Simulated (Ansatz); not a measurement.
`O=CBCl` and `O=CB[SiH3]` differ in one atom or group.

Ansatz, PBE0-D4/def2-TZVP geometries, multiplicity 1. Each molecule was computed in one conformer, which needn't be the lowest.

```
                                                                                  property  `O=CBCl`
ideal-gas entropy at 298 K and 1 bar (rigid rotor, harmonic PBE0-D4/def2-TZVP) / J/(mol·K)       304
                                                      HOMO–LUMO gap (PBE0/def2-TZVPP) / eV      4.94
                                                        HOMO energy (PBE0/def2-TZVPP) / eV     -7.46
                                          size of the dipole moment (B3LYP/def2-TZVPP) / D      2.07
                                                       LUMO energy (B3LYP/def2-TZVPP) / eV     -2.73
                                            size of the dipole moment (PBE/def2-TZVPP) / D      1.90
```

Q: What does the change do to each property? (Estimate.)

A: Computed: 
```
                                                                                  property  `O=CB[SiH3]`  shift
ideal-gas entropy at 298 K and 1 bar (rigid rotor, harmonic PBE0-D4/def2-TZVP) / J/(mol·K)           329     25
                                                      HOMO–LUMO gap (PBE0/def2-TZVPP) / eV          6.00   1.06
                                                        HOMO energy (PBE0/def2-TZVPP) / eV         -7.80  -0.34
                                          size of the dipole moment (B3LYP/def2-TZVPP) / D          2.01  -0.06
                                                       LUMO energy (B3LYP/def2-TZVPP) / eV         -2.00   0.73
                                            size of the dipole moment (PBE/def2-TZVPP) / D          1.81  -0.09
```

With PBE0 the HOMO falls by 0.34 eV and the LUMO rises by 0.70 eV, so the gap widens by about 1.04 eV. PBE moves the HOMO by -0.54 eV and ωB97M-V by -0.31 eV. The zero-point energy changes by 60.7 kJ/mol with +9 modes. Dipoles are sizes alone; their direction can turn. Modes under 60 cm⁻¹, often nearly free rotors, make the harmonic entropy too high.

B3LYP here is the variant with VWN-RPA as its local correlation; programs differ in this.
